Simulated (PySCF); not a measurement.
## Two-component Hartree-Fock for Pt⁴⁸⁺ (platinum, charge +48)

Start: [Ar] 3d10 4s2. Calculated with PySCF 2.14 in an even-tempered Gaussian basis (16 s from 6.8 bohr⁻², ratio 2.8; 13 p from 8.9 bohr⁻², ratio 2.8; 8 d from 16 bohr⁻², ratio 2.8; 4 f from 36 bohr⁻², ratio 3): generalised Hartree-Fock with the X2C-1e Hamiltonian and a Gaussian nucleus; one run each with spin-orbit coupling (SO) switched off, then screened by Boettger's factors.

| spinor shell | electrons | ε, spin-free (eV) | ε, screened SO (eV) | weight of nominal j (screened SO) | rms radius, screened SO (bohr) |
| --- | --- | --- | --- | --- | --- |
| 1s1/2 | 2 | -81389.8 | -81362.9 | 1.000 | 0.0194 |
| 2s1/2 | 2 | -16508.3 | -16500.4 | 1.000 | 0.0780 |
| 2p1/2 | 2 | -14655.5 | -15904.9 | 1.000 | 0.0661 |
| 3s1/2 | 2 | -5729.3 | -5727.1 | 1.000 | 0.197 |
| 3p1/2 | 2 | -5176.1 | -5466.2 | 1.000 | 0.188 |
| 3p3/2 | 4 | -5176.1 | -5060.1 | 1.000 | 0.203 |
| 3d3/2 | 4 | -4595.8 | -4648.0 | 1.000 | 0.176 |
| 3d5/2 | 6 | -4595.8 | -4560.2 | 1.000 | 0.180 |
| 4s1/2 | 2 | -2744.8 | -2744.3 | 1.000 | 0.409 |

Question: Where does 2p3/2 lie, and what is the 2p spin-orbit splitting (screened SO)?

Answer: At -14163.3 eV, 1741.7 eV above 2p1/2.

```
   quantity     spin-free   screened SO
E (hartree)  -16740.24105  -16766.20475
        M_J             0             0
       ⟨J²⟩         0.000         0.000
       ⟨L²⟩         0.000         0.078
       ⟨S²⟩         0.000         0.078
```

Breit and QED terms are absent; they matter most for the inner s and p1/2 levels.

Densities and radii are taken from the X2C orbitals without a picture-change correction, which distorts them close to the nucleus.

Without spin-orbit coupling the j labels of p, d and f shells carry no meaning; the spin-free column gives the mean over the occupied spinors of each nl shell.
